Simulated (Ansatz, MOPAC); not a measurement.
Species: B2H3, charge 0, multiplicity 2. SMILES: [BH]B

Atoms: B1, B2, H3, H4, H5. Bonds: B1-B2, B1-H3, B2-H4, B2-H5.

Bond lengths (Å) and angles (degrees) optimised at PM3 with MOPAC; PM6 with MOPAC; PM7 with MOPAC; MNDO with MOPAC; HF/6-31G* with Ansatz (an electronic-structure program); PBE/6-31G* with Ansatz, each started from the B3LYP-D3(BJ)/def2-TZVP structure (Ansatz) of the last column. A row stands for all coordinates that are equal there. 6-31G* holds six Cartesian d functions. No wavenumbers were computed at MNDO, PBE/6-31G*, so these may be saddle points.

```
coordinate    PM3    PM6    PM7   MNDO  HF/6-31G*  PBE/6-31G*  B3LYP-D3(BJ)/def2-TZVP
----------  -----  -----  -----  -----  ---------  ----------  ----------------------
B1-B2       1.425  1.520  1.453  1.482      1.591       1.571                   1.561
B1-H3       1.123  1.169  1.154  1.142      1.174       1.193                   1.176
B2-H4       1.139  1.184  1.181  1.157      1.193       1.210                   1.195
B2-B1-H3    180.0  180.0  180.0  180.0      180.0       180.0                   180.0
B1-B2-H4    122.7  118.7  124.4  119.6      120.5       121.3                   120.9
H4-B2-H5    114.7  122.6  111.1  120.9      118.9       117.5                   118.3
```

Mean signed difference of all 4 bond lengths from B3LYP-D3(BJ)/def2-TZVP: PM3 -0.075 Å, PM6 -0.018 Å, PM7 -0.040 Å, MNDO -0.047 Å, HF/6-31G* 0.006 Å, PBE/6-31G* 0.014 Å.
